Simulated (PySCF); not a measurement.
BH₃O₂S, SMILES OB(O)S.

The structure is a stationary point at B3LYP-D3(BJ)/def2-SVP. Other conformers were not sampled.

Method: M06-2X/def2-TZVPD run with PySCF.

The molecule is in vacuum.

```json
{
 "total_energy": "-575.43751 hartree",
 "point_group": "Cs",
 "highest_occupied_level": "-8.60 eV",
 "lowest_empty_level": "-0.52 eV",
 "orbital_gap": "8.08 eV",
 "dipole_moment": "0.697 e·Å",
 "quadrupole, principal values (traceless, Buckingham form, about the centre of nuclear charge)": "-5.85, -5.33, 11.18 D·Å",
 "mean_static_polarisability": "44.5 bohr³ (6.60 Å³)",
 "polarisability_principal_values": "36.1, 42.8, 54.6 bohr³"
}
```
